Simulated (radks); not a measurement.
Question: The phosphorus ion P4+, [Ne] 3s1. Calculated with a radial shooting solver on a logarithmic mesh with Libxc functionals: non-relativistic Kohn-Sham, exchange-only LDA, spin-polarised, spherical densities, point nucleus. Every spin shell is full or empty, so the densities are truly spherical. Functionals are evaluated on that one density, not self-consistently. Rank these orbital-free kinetic functionals by their error against the exact value of the orbitals, and give that value: Thomas-Fermi, TF + vW, TF + vW/9, TF + vW/5, LC94, APBEK, revAPBEK, Perdew 92, Pearson, LKT, PG1.

Answer: Exact: 334.948 hartree. From best to worst, with 100 (|E| - |E exact|)/|E exact| (equal figures are ties): LC94 +0.22, APBEK +0.34, Perdew 92 -0.43, TF + vW/9 -0.44, revAPBEK +0.72, Pearson -1.62, TF + vW/5 +5.14, Thomas-Fermi -7.42, PG1 +26.13, LKT +32.08, TF + vW +55.38.
